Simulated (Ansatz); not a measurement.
Start from `C[SiH2][SiH2][TeH]` and change one atom or group to get `C[SiH2][SiH2][AsH2]`.

Ansatz, PBE0-D4/def2-TZVP geometries, multiplicity 1. Each molecule was computed in one conformer, which needn't be the lowest.

Elements past krypton have def2 core potentials. Scalar relativity is left out up to krypton. Spin–orbit coupling is left out; it splits and shifts lone-pair levels of the heavy atoms by tenths of an eV.

| property | `C[SiH2][SiH2][TeH]` |
| --- | --- |
| LUMO energy (B3LYP/def2-TZVPP) / eV | -1.02 |
| size of the dipole moment (PBE/def2-TZVPP) / D | 1.08 |
| HOMO–LUMO gap (ωB97M-V/def2-TZVPP) / eV | 9.35 |
| HOMO–LUMO gap (PBE0/def2-TZVPP) / eV | 5.58 |
| HOMO–LUMO gap (B3LYP/def2-TZVPP) / eV | 5.18 |
| size of the dipole moment (ωB97M-V/def2-TZVPP) / D | 1.16 |

What does the change do to each property? (An estimate is asked.)

Ansatz gave: 
| property | `C[SiH2][SiH2][AsH2]` | shift |
| --- | --- | --- |
| LUMO energy (B3LYP/def2-TZVPP) / eV | -0.41 | 0.61 |
| size of the dipole moment (PBE/def2-TZVPP) / D | 0.59 | -0.49 |
| HOMO–LUMO gap (ωB97M-V/def2-TZVPP) / eV | 10.86 | 1.51 |
| HOMO–LUMO gap (PBE0/def2-TZVPP) / eV | 7.16 | 1.58 |
| HOMO–LUMO gap (B3LYP/def2-TZVPP) / eV | 6.76 | 1.58 |
| size of the dipole moment (ωB97M-V/def2-TZVPP) / D | 0.56 | -0.60 |

With PBE0 the HOMO falls by 0.97 eV and the LUMO rises by 0.60 eV, so the gap widens by about 1.57 eV. PBE moves the HOMO by -0.94 eV and ωB97M-V by -0.95 eV. Dipoles are sizes alone; their direction can turn.

Positive LUMOs are unbound, so they and the gaps depend on the basis.

B3LYP here is the variant with VWN-RPA as its local correlation; programs differ in this.
